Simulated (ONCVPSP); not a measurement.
Configuration tests for P (Z = 15) (ONCV)

```
Element                 : P (Z = 15)
Generator               : ONCVPSP 4.0.1
Type                    : optimised norm-conserving Vanderbilt (ONCV)
Functional              : PBE
Relativity              : scalar-relativistic
Frozen core             : [Ne]
Valence charge          : 5
Reference configuration : 3s2 3p3
Partial waves           : 3s: rc 1.70 bohr, ncon 4, nbas 7, qcut 3.2 1/bohr, 1 projector; 3p: rc 1.60 bohr, ncon 4, nbas 9, qcut 4.5 1/bohr, 1 projector
Local potential         : polynomial inside 1.45 bohr (lpopt 5, dvloc0 6 Ha)
Core correction         : Teter function fitted to the true core (icmod 2), fcfact 0.4
```

Energies are relative to the spin-unpolarised reference configuration 3s2 3p3; without spin polarisation the order of configurations can differ from experiment.

| valence configuration | charge | ΔE all-electron (eV) | error AE − PS (meV) |
| --- | --- | --- | --- |
| 3s2 3p1 | +2 | 28.877 | +27 |
| 3s2 3p0 | +3 | 58.616 | +104 |
| 3s1 3p0 | +4 | 110.621 | +246 |

**Question.** What are ΔE and the potential's error for 3s2 3p2?

**Answer.** ΔE = 9.730 eV all-electron; the error (AE − PS) is +3.4 meV.
